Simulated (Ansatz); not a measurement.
Worked example: a bond strength in C2H6AlF (SMILES [CH3][Al]([CH3])[F])

C2H6AlF has 10 atoms, charge 0, and is taken as a singlet. As SMILES, `[CH3][Al]([CH3])[F]`. Geometry: optimised at r2SCAN/def2-SVP.

```xyz
10

C    -0.5684    1.4130   -0.8618
Al   -0.2905   -0.4471   -0.3656
C     0.7955   -1.0923    1.1134
F    -1.0556   -1.6163   -1.2905
H    -1.1914    1.5296   -1.7628
H    -1.0575    1.9728   -0.0447
H     0.3910    1.9272   -1.0481
H     0.1896   -1.6848    1.8213
H     1.2792   -0.2842    1.6860
H     1.5913   -1.7692    0.7560
```

Wanted: the dissociation energy of the H7–C1 bond into doublet H and doublet C2H5AlF (shapes relaxed at r2SCAN/def2-SVP, no zero-point term). 1 Eh = 2625.50 kJ/mol = 27.2114 eV. Totals in Eh; open shells run unrestricted unless said.

```tsv
level	program	C2H6AlF	doublet H	doublet C2H5AlF
HF/def2-SVP	Ansatz	-420.462964	-0.499278	-419.839351
PBE/def2-SVP	Ansatz	-421.616191	-0.498629	-420.953087
B3LYP/def2-SVP	Ansatz	-421.997159	-0.501259	-421.331392
```

Q: Work out the dissociation energy at each level.

A: 
1. HF/def2-SVP: (-0.499278) + (-419.839351) − (-420.462964) = 0.124335 Eh = 326.4 kJ/mol = 3.38 eV.
2. PBE/def2-SVP: (-0.498629) + (-420.953087) − (-421.616191) = 0.164475 Eh = 431.8 kJ/mol = 4.48 eV.
3. B3LYP/def2-SVP: (-0.501259) + (-421.331392) − (-421.997159) = 0.164508 Eh = 431.9 kJ/mol = 4.48 eV.

The levels span 326 to 432 kJ/mol; no measured value is set beside them. Hartree–Fock lacks the correlation of the electrons that are unpaired, so it comes out low. A bond enthalpy at 298 K also holds the loss of zero-point energy and thermal terms.
